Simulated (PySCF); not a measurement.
Si(F)(Me)(SH)2 (CH₅FS₂Si), SMILES C[Si](F)(S)S.

Geometry optimised at PBE0-D3(BJ)/def2-SVP. The structure was generated by enumeration, and PubChem lists no compound with its InChIKey, so it may never have been made. One conformer was computed; it need not be the lowest.

The numbers are results of SMD-ωB97X/def2-SVP (PySCF), not measurements.

Solvation free energies are E(SMD) − E(gas) at the gas-phase geometry, for 1 M in both phases. In vacuum the dipole moment is 1.89 D.

Computed solvation free energies in water, methanol, 2-propanol:
```csv
solvent,ΔG(solv) (kcal/mol),its non-electrostatic (CDS) part,dipole (D)
water,-2.5,2.8,2.42
methanol,-6.7,-1.5,2.40
2-propanol,-6.7,-1.8,2.38
```
